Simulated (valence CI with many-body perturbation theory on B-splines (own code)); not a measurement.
**E1 transitions of Pb LXXVII**

Computed by configuration interaction combined with many-body perturbation theory (CI+MBPT): four valence electrons over a frozen Dirac-Fock core [He], radial functions for each j: 11 s, 11 p, 9 d, 7 f, 5 g, 2 h, 1 i, with the one-electron correlation potential Σ1, the two-electron term Σ2, the three-electron term Σ3, Breit, model QED; selected CI, second order for the rest (own B-spline code, finite nucleus).

The last digits are not significant, and no measured levels were compared; by estimate large intervals hold to a few tenths of a per cent, small ones and those within an open d or f shell to about a per cent. Among the levels kept, up to 340 cm⁻¹ of a level comes from second order outside the variational space, and about a tenth of that is noise between levels of different J, which matters for small intervals.

Lines 201 to 244 of 244 in falling wavelength, among levels below 17032 eV, chosen from the strongest by gf and those to the six lowest levels. Wavelengths and rates use the calculated energies. Electric multipoles are in the length gauge, E1 and E2 with the static RPA response of the core. Weak lines are less certain than strong ones. Lines between different terms over intervals too small for the method are left out, as are lines whose strength nearly cancels. The highest levels of a list are the least certain.

Levels are named by their leading jj configuration (3d3/2^4 stands for four electrons in 3d with j = 3/2), which in mixed levels can hold well under half, so a name can repeat and another be missing. Letters in brackets count levels of one name in rising energy.

| λ vac (Å) | Upper | Lower | A (s⁻¹) | S (a.u.) with core polarisation | S without |
| --- | --- | --- | --- | --- | --- |
| 0.8775 | (2s 2p1/2 2p3/2 3d3/2) J=2 [a] | (2s 2p1/2^2 2p3/2) J=2 | 4.46e+14 | 7.44e-04 | 7.45e-04 |
| 0.8772 | (2s 2p1/2 2p3/2 3d3/2) J=1 [a] | (2s 2p1/2^2 2p3/2) J=2 | 1.49e+14 | 1.49e-04 | 1.49e-04 |
| 0.8768 | (2s 2p1/2 2p3/2 3d3/2) J=3 [a] | (2s 2p1/2^2 2p3/2) J=2 | 6.06e+14 | 1.41e-03 | 1.41e-03 |
| 0.8755 | (2s 2p1/2 2p3/2 3d3/2) J=1 [c] | (2s 2p1/2^2 2p3/2) J=1 | 3.82e+14 | 3.80e-04 | 3.80e-04 |
| 0.8741 | (2s 2p1/2 2p3/2 3d3/2) J=1 [d] | (2s 2p1/2^2 2p3/2) J=1 | 2.63e+15 | 2.60e-03 | 2.60e-03 |
| 0.8741 | (2s 2p1/2 2p3/2 3d3/2) J=2 [d] | (2s 2p1/2^2 2p3/2) J=1 | 2.94e+15 | 4.85e-03 | 4.85e-03 |
| 0.8741 | (2s 2p1/2 2p3/2 3d3/2) J=3 [b] | (2s 2p1/2^2 2p3/2) J=2 | 2.43e+15 | 5.60e-03 | 5.60e-03 |
| 0.8736 | (2s 2p1/2 2p3/2 3d3/2) J=2 [b] | (2s 2p1/2^2 2p3/2) J=2 | 2.54e+15 | 4.18e-03 | 4.18e-03 |
| 0.8734 | (2s 2p1/2 2p3/2 3d3/2) J=0 [b] | (2s 2p1/2^2 2p3/2) J=1 | 3.12e+15 | 1.03e-03 | 1.03e-03 |
| 0.8729 | (2s 2p1/2 2p3/2 3d3/2) J=1 [b] | (2s 2p1/2^2 2p3/2) J=2 | 2.78e+15 | 2.74e-03 | 2.74e-03 |
| 0.8723 | (2s^2 2p1/2 3d3/2) J=1 | (2s^2 2p1/2^2) J=0 | 3.07e+15 | 3.02e-03 | 3.02e-03 |
| 0.8718 | (2s 2p1/2 2p3/2 3d5/2) J=2 [a] | (2s 2p1/2^2 2p3/2) J=1 | 4.99e+13 | 8.16e-05 | 8.16e-05 |
| 0.8706 | (2s^2 2p3/2 3d3/2) J=2 | (2s^2 2p1/2 2p3/2) J=2 | 1.17e+15 | 1.91e-03 | 1.91e-03 |
| 0.8702 | (2s 2p1/2 2p3/2 3d5/2) J=1 | (2s 2p1/2^2 2p3/2) J=1 | 5.74e+13 | 5.60e-05 | 5.60e-05 |
| 0.8701 | (2s^2 2p3/2 3d3/2) J=3 | (2s^2 2p1/2 2p3/2) J=2 | 2.30e+15 | 5.24e-03 | 5.24e-03 |
| 0.8698 | (2s^2 2p3/2 3d3/2) J=1 | (2s^2 2p1/2 2p3/2) J=2 | 4.00e+14 | 3.90e-04 | 3.90e-04 |
| 0.8695 | (2s 2p1/2 2p3/2 3d3/2) J=3 [c] | (2s 2p1/2^2 2p3/2) J=2 | 3.86e+13 | 8.77e-05 | 8.77e-05 |
| 0.8695 | (2s^2 2p3/2 3d3/2) J=2 | (2s^2 2p1/2 2p3/2) J=1 | 1.16e+15 | 1.89e-03 | 1.89e-03 |
| 0.8687 | (2s^2 2p3/2 3d3/2) J=1 | (2s^2 2p1/2 2p3/2) J=1 | 1.93e+15 | 1.88e-03 | 1.88e-03 |
| 0.8683 | (2s^2 2p3/2 3d3/2) J=0 | (2s^2 2p1/2 2p3/2) J=1 | 2.35e+15 | 7.58e-04 | 7.59e-04 |
| 0.8654 | (2s 2p1/2 2p3/2 3d5/2) J=3 [a] | (2s 2p1/2^2 2p3/2) J=2 | 1.16e+13 | 2.60e-05 | 2.60e-05 |
| 0.8624 | (2s 2p1/2 2p3/2 3p3/2) J=3 [a] | (2s^2 2p1/2 2p3/2) J=2 | 4.50e+13 | 9.97e-05 | 9.96e-05 |
| 0.8607 | (2s 2p1/2 2p3/2 3p3/2) J=2 [a] | (2s^2 2p1/2 2p3/2) J=2 | 5.71e+13 | 8.98e-05 | 8.97e-05 |
| 0.8606 | (2s 2p1/2 2p3/2 3p3/2) J=1 [a] | (2s^2 2p1/2 2p3/2) J=1 | 4.87e+14 | 4.60e-04 | 4.60e-04 |
| 0.8600 | (2s^2 2p3/2 3d5/2) J=2 | (2s^2 2p1/2 2p3/2) J=2 | 1.44e+13 | 2.26e-05 | 2.26e-05 |
| 0.8597 | (2s 2p1/2 2p3/2 3p3/2) J=2 [a] | (2s^2 2p1/2 2p3/2) J=1 | 2.28e+14 | 3.58e-04 | 3.58e-04 |
| 0.8592 | (2s^2 2p3/2 3d5/2) J=3 | (2s^2 2p1/2 2p3/2) J=2 | 5.37e+13 | 1.18e-04 | 1.18e-04 |
| 0.8589 | (2s^2 2p3/2 3d5/2) J=2 | (2s^2 2p1/2 2p3/2) J=1 | 1.59e+14 | 2.49e-04 | 2.49e-04 |
| 0.8588 | (2s 2p1/2 2p3/2 3p3/2) J=2 [b] | (2s^2 2p1/2 2p3/2) J=2 | 4.03e+14 | 6.30e-04 | 6.30e-04 |
| 0.8585 | (2s 2p1/2 2p3/2 3p3/2) J=0 [a] | (2s^2 2p1/2 2p3/2) J=1 | 7.64e+14 | 2.39e-04 | 2.38e-04 |
| 0.8582 | (2s^2 2p3/2 3d5/2) J=1 | (2s^2 2p1/2 2p3/2) J=2 | 8.77e+13 | 8.21e-05 | 8.20e-05 |
| 0.8579 | (2s 2p1/2 2p3/2 3p3/2) J=3 [b] | (2s^2 2p1/2 2p3/2) J=2 | 3.96e+14 | 8.64e-04 | 8.63e-04 |
| 0.8578 | (2s 2p1/2^2 3p3/2) J=1 | (2s^2 2p1/2^2) J=0 | 7.62e+14 | 7.12e-04 | 7.11e-04 |
| 0.8578 | (2s 2p1/2 2p3/2 3p3/2) J=1 [b] | (2s^2 2p1/2 2p3/2) J=2 | 6.92e+14 | 6.47e-04 | 6.46e-04 |
| 0.8577 | (2s 2p1/2 2p3/2 3p3/2) J=2 [b] | (2s^2 2p1/2 2p3/2) J=1 | 3.58e+13 | 5.57e-05 | 5.57e-05 |
| 0.8567 | (2s 2p1/2 2p3/2 3p3/2) J=1 [b] | (2s^2 2p1/2 2p3/2) J=1 | 1.32e+13 | 1.22e-05 | 1.22e-05 |
| 0.8542 | (2s 2p1/2 2p3/2 3p3/2) J=2 [c] | (2s^2 2p1/2 2p3/2) J=2 | 5.02e+13 | 7.73e-05 | 7.72e-05 |
| 0.8541 | (2s 2p1/2 2p3/2 3p3/2) J=3 [c] | (2s^2 2p1/2 2p3/2) J=2 | 3.03e+14 | 6.53e-04 | 6.52e-04 |
| 0.8532 | (2s 2p1/2 2p3/2 3p3/2) J=2 [c] | (2s^2 2p1/2 2p3/2) J=1 | 3.86e+14 | 5.92e-04 | 5.91e-04 |
| 0.8529 | (2s 2p1/2 2p3/2 3p3/2) J=2 [d] | (2s^2 2p1/2 2p3/2) J=2 | 2.94e+14 | 4.51e-04 | 4.50e-04 |
| 0.8528 | (2s 2p1/2 2p3/2 3p3/2) J=1 [c] | (2s^2 2p1/2 2p3/2) J=2 | 7.49e+13 | 6.88e-05 | 6.88e-05 |
| 0.8519 | (2s 2p1/2 2p3/2 3p3/2) J=2 [d] | (2s^2 2p1/2 2p3/2) J=1 | 1.25e+13 | 1.90e-05 | 1.90e-05 |
| 0.8518 | (2s 2p1/2 2p3/2 3p3/2) J=1 [c] | (2s^2 2p1/2 2p3/2) J=1 | 2.66e+14 | 2.43e-04 | 2.43e-04 |
| 0.8513 | (2s 2p1/2 2p3/2 3p3/2) J=1 [d] | (2s^2 2p1/2 2p3/2) J=1 | 2.03e+13 | 1.85e-05 | 1.85e-05 |
